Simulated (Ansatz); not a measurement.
Species: SrCl$_{2}$, charge 0, singlet. SrCl2 (SMILES [Cl][Sr][Cl]).
B3LYP-D3(BJ)/def2-TZVP minimum from Ansatz (a first-principles code):
```xyz
3

Sr     0.1863    -0.3163     0.1135
Cl     1.5438     0.7669    -1.8498
Cl    -1.9601    -0.0599     1.5960
```
Charge 0, spin multiplicity 1.

Total energies in hartree (Ansatz). Open shells are spin-unrestricted; no spin-orbit coupling. Cores are frozen in correlated methods (noble-gas shells, and filled d and f shells in the p block). Past Kr the def2 sets carry scalar-relativistic core potentials. Where a partner has so few electrons that a lower coupled-cluster level is exact, that level stands in. The restricted determinant of Sr ([Sr], singlet) is unstable towards broken spin symmetry in at least one set run.

```tsv
species	HF/def2-TZVPP	CCSD(T)/def2-TZVPP	HF/def2-QZVPP	CCSD(T)/def2-QZVPP	CCSDT(Q)/def2-TZVPP
1: SrCl2 (SMILES [Cl][Sr][Cl])	-949.57224	-950.02384	-949.60287	-950.10236	-950.02533
2: Sr (singlet)	-30.34712	-30.37281	-30.34716	-30.37311	-30.37281
3: Cl (doublet)	-459.47685	-459.66464	-459.48954	-459.69535	-459.66548
```

Work out the atomisation energy (electronic, to ground-state atoms) in kcal/mol: take Hartree-Fock from def2-QZVPP, extrapolate the CCSD(T) correlation energy as X^-3 (X = 3, 4), and add CCSDT(Q) - CCSD(T) in def2-TZVPP. 1 hartree = 627.51 kcal/mol.


Species 1: correlation (64·(-0.49949) - 27·(-0.45160))/37 = -0.53444; step -0.00149; E1 = -949.60287 + (-0.53444) + (-0.00149) = -950.13880
Species 2: correlation (64·(-0.02595) - 27·(-0.02569))/37 = -0.02614; step +0.00000; E2 = -30.34716 + (-0.02614) + (+0.00000) = -30.37330
Species 3: correlation (64·(-0.20581) - 27·(-0.18779))/37 = -0.21896; step -0.00084; E3 = -459.48954 + (-0.21896) + (-0.00084) = -459.70934
-1·E1 +1·E2 +2·E3 = 0.34682 hartree = 217.6 kcal/mol.
